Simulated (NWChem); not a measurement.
System: C4H8O; SMILES C=CCCO

```xyz
13

C      0.1383     2.4458     0.3451
C     -0.2541     1.3647    -0.3506
C      0.4272     0.0275    -0.3392
C     -0.4693    -1.0951     0.1855
O      0.2369    -2.3161     0.0599
H      1.0331     2.4188     0.9898
H     -0.4120     3.3982     0.2916
H     -1.1595     1.4408    -0.9826
H      0.7329    -0.2555    -1.3717
H      1.3540     0.0620     0.2707
H     -1.4262    -1.1012    -0.3970
H     -0.7453    -0.8719     1.2464
H     -0.3247    -3.0203     0.4283
```
Atoms are numbered in this order, from 1.

Results from NWChem. Medium grid unless said otherwise, to which SCAN and Minnesota functionals are sensitive. The geometry was optimised at PBE-D3(BJ)/def2-SVP. No frequency run checked for a minimum. B3LYP is NWChem's, with the RPA form of VWN correlation.

**Question.** Order these by “highest occupied level (eV)”, lowest first: LDA (Slater exchange, PW92)/def2-SVP; r2SCAN/def2-SVP; B3LYP/def2-SVP; LRC-wPBEh/def2-SVP; TPSSh/def2-SVP.

**Answer.** LRC-wPBEh/def2-SVP (-9.25), B3LYP/def2-SVP (-7.09), TPSSh/def2-SVP (-6.66), r2SCAN/def2-SVP (-6.31), LDA (Slater exchange, PW92)/def2-SVP (-5.95)
